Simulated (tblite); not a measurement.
Compound: C4H5F5Si.
Numbering: `[F:1]/[CH:2]=[CH:3]\[CH2:4][Si@@H:5]([F:6])[C:7]([F:8])([F:9])[F:10]` (hydrogens: H11 on C2; H12 on C3; H13, H14 on C4; H15 on Si5)

Computed with GFN2-xTB (tblite), gas phase: L-BFGS steps from a force-field or distance-geometry start until the largest atomic force falls under 0.01 eV/Å.

At the end of the run (lengths in Å): Si5–F6 1.605, Si5–C7 1.952, C4–Si5 1.898, C7–F9 1.344, C4–H13 1.097, Si5–H15 1.446, C7–F10 1.353, C4–Si5–C7 103.6°, F6–Si5–C7 103.0°, C3–C4–Si5 116.4°, Si5–C7–F8 113.4°, F1–C2–C3–C4 0°, C2–C3–C4–Si5 15°, C3–C4–Si5–F6 63°, H12–C3–C4–Si5 -166°, H13–C4–C3–C2 137°.

**Question.** These geometries were met on the way; a selection of coordinates is given. Order them by energy above the end point, lowest first.
A. Si5–F6 1.611, Si5–C7 1.939, C4–Si5 1.892, C7–F9 1.347, C4–H13 1.098, Si5–H15 1.460, C7–F10 1.355, C4–Si5–C7 108.9°, F6–Si5–C7 102.8°, C3–C4–Si5 112.7°, Si5–C7–F8 117.0°, F1–C2–C3–C4 1°, C2–C3–C4–Si5 -2°, C3–C4–Si5–F6 77°, H12–C3–C4–Si5 179°, H13–C4–C3–C2 120°
B. Si5–F6 1.602, Si5–C7 1.943, C4–Si5 1.902, C7–F9 1.345, C4–H13 1.097, Si5–H15 1.445, C7–F10 1.353, C4–Si5–C7 109.8°, F6–Si5–C7 102.7°, C3–C4–Si5 114.5°, Si5–C7–F8 116.6°, F1–C2–C3–C4 -1°, C2–C3–C4–Si5 -2°, C3–C4–Si5–F6 75°, H12–C3–C4–Si5 177°, H13–C4–C3–C2 121°
C. Si5–F6 1.626, Si5–C7 1.917, C4–Si5 1.880, C7–F9 1.357, C4–H13 1.098, Si5–H15 1.461, C7–F10 1.367, C4–Si5–C7 109.7°, F6–Si5–C7 106.4°, C3–C4–Si5 114.5°, Si5–C7–F8 113.4°, F1–C2–C3–C4 0°, C2–C3–C4–Si5 0°, C3–C4–Si5–F6 73°, H12–C3–C4–Si5 -179°, H13–C4–C3–C2 121°
D. Si5–F6 1.589, Si5–C7 1.926, C4–Si5 1.892, C7–F9 1.338, C4–H13 1.083, Si5–H15 1.433, C7–F10 1.348, C4–Si5–C7 108.2°, F6–Si5–C7 104.8°, C3–C4–Si5 112.8°, Si5–C7–F8 115.9°, F1–C2–C3–C4 1°, C2–C3–C4–Si5 -1°, C3–C4–Si5–F6 76°, H12–C3–C4–Si5 -179°, H13–C4–C3–C2 120°
E. Si5–F6 1.673, Si5–C7 1.888, C4–Si5 1.841, C7–F9 1.389, C4–H13 1.137, Si5–H15 1.484, C7–F10 1.390, C4–Si5–C7 111.8°, F6–Si5–C7 106.7°, C3–C4–Si5 116.6°, Si5–C7–F8 113.2°, F1–C2–C3–C4 -1°, C2–C3–C4–Si5 1°, C3–C4–Si5–F6 71°, H12–C3–C4–Si5 180°, H13–C4–C3–C2 123°

**Answer.** B (0.045 eV), A (0.078 eV), D (0.136 eV), C (0.271 eV), E (0.523 eV).

```
step  E above end (eV)  rms distance from the end, all atoms (Å)  largest force (eV/Å)  rms shift of all bonds from the end (Å)
  12             0.045                                     0.234                 0.161                                    0.003
   7             0.078                                     0.250                 0.270                                    0.006
   3             0.136                                     0.260                 0.634                                    0.010
   1             0.271                                     0.265                 1.021                                    0.014
   0             0.523                                     0.269                 2.577                                    0.038
```

Rows stand in the order of the answer.
